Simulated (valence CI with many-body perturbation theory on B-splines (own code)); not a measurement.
Basis-set convergence for Te XL

Computed by configuration interaction combined with many-body perturbation theory (CI+MBPT): three valence electrons over a frozen Dirac-Fock core [Ne], radial functions for each j: 9 s, 9 p, 8 d, 6 f, 3 g, 1 h, with the one-electron correlation potential Σ1 (screened to all orders), the two-electron term Σ2, the three-electron term Σ3, Breit, model QED; selected single and double excitations, second order for the rest, scaled by the run's own slope (own B-spline code, finite nucleus).

No measured spectrum was set against this ion. As an estimate, large intervals hold to a few tenths of a per cent, small ones and those within an open d or f shell to about a per cent.

The reference run has the lowest level (3s^2 3p1/2) J=1/2 and an ionisation energy of 2789.57 eV. Its largest variational space holds 8770 state functions.

Levels are named by their leading jj configuration (3d3/2^4 stands for four electrons in 3d with j = 3/2), which in mixed levels can hold well under half, so a name can repeat and another be missing. Letters in brackets count levels of one name in rising energy.

Changed runs:
A. basis 6 s, 6 p, 5 d, 3 f, 1 g
B. basis 5 s, 5 p, 4 d, 2 f

Excitation energies of the reference run in cm⁻¹, and shifts in cm⁻¹:

| Level | Reference | A | B |
| --- | --- | --- | --- |
| (3s^2 3p3/2) J=3/2 | 558114 | -16 | -36 |
| (3s 3p1/2^2) J=1/2 | 769706 | -37 | -131 |
| (3s 3p1/2 3p3/2) J=3/2 [a] | 1197910 | -142 | -439 |
| (3s 3p1/2 3p3/2) J=5/2 | 1282470 | -47 | -140 |
| (3s 3p1/2 3p3/2) J=3/2 [b] | 1401510 | +27 | +86 |
| (3s 3p1/2 3p3/2) J=1/2 | 1468130 | +81 | +280 |
| (3s 3p3/2^2) J=5/2 | 1745110 | -34 | -161 |
| (3s^2 3d3/2) J=3/2 | 1748570 | +269 | +853 |
| (3s^2 3d5/2) J=5/2 | 1935850 | +250 | +863 |
| (3s 3p3/2^2) J=1/2 | 2030060 | +132 | +429 |
| (3s 3p3/2^2) J=3/2 | 2069350 | +132 | +485 |
| (3p1/2^2 3p3/2) J=3/2 | 2192090 | -16 | -74 |
| Ionisation energy (eV) | 2789.57 | -0.018 | -0.06 |
